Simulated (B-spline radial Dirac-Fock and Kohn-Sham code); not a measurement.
# What relativity does to the binding energies of Ti²⁺

System: titanium as Ti²⁺, configuration 1s2 2s2 2p6 3s2 3p6 3d2.

Both columns are ΔSCF binding energies of the configuration average from a B-spline atomic structure program: non-relativistic Hartree-Fock with a point nucleus, and Dirac-Fock with a finite nucleus and the Coulomb interaction alone, averaged over the two j levels with weights 2j+1.

```
shell  Hartree-Fock (eV)  Dirac-Fock (eV)  shift (eV)  shift (%)
   1s             4968.8           5001.1      +32.26      +0.65
   2s              586.2            592.4       +6.25      +1.07
   2p              486.2            486.9       +0.74      +0.15
   3s              91.48            92.38       +0.90      +0.98
   3p              62.54            62.64       +0.10      +0.17
   3d              25.67            25.51       -0.16      -0.63
```

Relativity binds 1s, 2s, 2p, 3s, 3p more strongly, among those listed most of all 2s in relative terms, and 3d more weakly, because the contracted s and p shells screen the nucleus better.

Values without a named source are computed, but for edge energies of neutral atoms, which are taken from tables.
